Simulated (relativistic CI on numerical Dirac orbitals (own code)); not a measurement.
## Spin-orbit doublets in the photoemission of gold

Problem. Photoelectron lines from p, d and f shells are doublets, and peak fits need their splitting and area ratio. Find both for the 4f line of gold, from the calculated spin-orbit constant ζ(4f) = 1.045 eV of the closed-shell ion Au⁺ with one hole. Is the doublet resolved if instrument, lifetime and solid give each line a width of 1.0 eV (assumed)?

Working.
1. One hole with l = 3 gives j = 7/2 and j = 5/2. For a hole the level of higher j has the lower binding energy.
2. The splitting is (l + ½)ζ = 3.5 × 1.045 = 3.658 eV.
3. The areas follow 2j + 1: 8 : 6, so the weaker line has 0.750 of the stronger one's area, if the radial matrix elements are equal.
4. Splitting over width is 3.66: two separate peaks.

Check. The difference of tabulated binding energies of the element (N6 less N7; Elam, Ravel and Sieber, Radiat. Phys. Chem. 63, 121 (2002), rounded to 0.1 eV or more) is 3.7 eV.

All doublets of Au⁺, calculated as differences of Dirac-Coulomb-Breit total energies with one hole (eV):

```
Shell  Calculated  Without Breit and QED  Tabulated, element
   2p        1816                   1835              1815.0
   3p       405.4                  409.5               405.0
   3d       85.46                  86.94                85.0
   4p       97.78                  98.85                96.4
   4d        18.2                  18.53                18.1
   4f       3.672                  3.813                 3.7
   5p       16.36                  16.57                17.0
   5d       1.509                  1.545
```

The Breit and QED terms lower the splittings by 1.0 to 3.7 %.
